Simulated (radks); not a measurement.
Q: Excited configurations of Pb3+: one electron is placed in a higher orbital outside [Xe] 4f14 5d10. The ground configuration is [Xe] 4f14 5d10 6s1. Calculated with a radial shooting solver on a logarithmic mesh with Libxc functionals: scalar-relativistic Kohn-Sham, r2SCAN, spin-polarised, spherical densities, finite nucleus; open shells are filled with parallel spins first (spin-orbit coupling, left out, can overturn this in heavy ions); meta-GGA in the generalised Kohn-Sham scheme; Fermi nuclear charge, rms radius 5.5012 fm. Excitation = E - E(ground); binding = E(ion) - E, where the ion is the core of charge +4; n* = 4/sqrt(2 binding) in atomic units, and the quantum defect is n - n*.

| outer orbital | excitation (eV) | binding (eV) | n* | quantum defect | eigenvalue (eV) | <r> (bohr) |
|---|---|---|---|---|---|---|
| 5f | 27.837 | 14.855 | 3.828 | 1.172 | -12.225 | 3.721 |
| 6p | 11.874 | 30.818 | 2.658 | 3.342 | -27.162 | 2.570 |
| 6d | 23.611 | 19.082 | 3.378 | 2.622 | -16.575 | 3.680 |
| 6f | 32.824 | 9.869 | 4.697 | 1.303 | -8.487 | 6.687 |
| 7s | 22.779 | 19.914 | 3.306 | 3.694 | -17.964 | 4.252 |
| 7f | 35.830 | 6.862 | 5.632 | 1.368 | -6.030 | 10.46 |

Estimate the row for 7p.

A: excitation (eV) 26.697; binding (eV) 15.996; n* 3.689; quantum defect 3.311; eigenvalue (eV) -14.343; <r> (bohr) 5.027. The Delta-SCF ionisation energy is 42.693 eV (NIST Atomic Spectra Database: 42.333 eV, measured). Self-interaction in the functional shifts the binding energies and quantum defects, so they are the method's values and not measured ones.
